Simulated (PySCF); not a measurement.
SMILES [O]([Ga]([CH2]C=C)[O]C)C (C₅H₁₁GaO₂), GFN2-xTB optimised geometry.

```
19

Ga     0.54    -0.43     0.00
C     -0.74    -2.09     0.00
C     -2.15    -1.66     0.13
C     -3.00    -1.59    -0.88
H     -0.41    -2.71     0.83
H     -0.56    -2.62    -0.94
H     -2.47    -1.41     1.13
H     -2.71    -1.83    -1.89
H     -4.02    -1.28    -0.74
O      2.29    -0.43     0.00
C      3.42    -1.28     0.00
H      4.02    -1.07    -0.89
H      4.02    -1.07     0.89
H      3.15    -2.34     0.00
O      0.07     1.26     0.00
C     -1.09     2.06     0.00
H     -1.07     2.71     0.88
H     -1.10     2.68    -0.90
H     -2.01     1.47     0.02
```

Density from CAM-B3LYP/def2-SVP in PySCF 2.14.0 at that geometry.

Minimum of the electron density along straight lines between bonded atoms, close to the bond critical point (lines longer than 1.1 times the sum of covalent radii, or with two minima, are not listed):

| bond | length / Å | ρ at the minimum / e bohr⁻³ | ∇²ρ there / e bohr⁻⁵ | position (fraction from the first atom) |
|---|---|---|---|---|
| Ga1–C2 | 2.099 | 0.094 | 0.07 | 0.47 |
| C2–C3 | 1.474 | 0.267 | -0.65 | 0.50 |
| C3–C4 | 1.326 | 0.345 | -0.93 | 0.51 |
| C2–H5 | 1.091 | 0.273 | -0.99 | 0.63 |
| C2–H6 | 1.091 | 0.273 | -0.99 | 0.63 |
| C3–H7 | 1.084 | 0.282 | -1.07 | 0.63 |
| C4–H8 | 1.078 | 0.281 | -1.07 | 0.63 |
| C4–H9 | 1.076 | 0.283 | -1.09 | 0.64 |
| Ga1–O10 | 1.754 | 0.131 | 0.91 | 0.48 |
| O10–C11 | 1.410 | 0.252 | -0.41 | 0.66 |
| C11–H12 | 1.094 | 0.281 | -1.08 | 0.64 |
| C11–H13 | 1.094 | 0.281 | -1.08 | 0.64 |
| C11–H14 | 1.094 | 0.280 | -1.05 | 0.63 |
| Ga1–O15 | 1.756 | 0.131 | 0.89 | 0.48 |
| O15–C16 | 1.411 | 0.252 | -0.41 | 0.66 |
| C16–H17 | 1.094 | 0.281 | -1.08 | 0.64 |
| C16–H18 | 1.093 | 0.281 | -1.08 | 0.64 |
| C16–H19 | 1.094 | 0.281 | -1.07 | 0.63 |
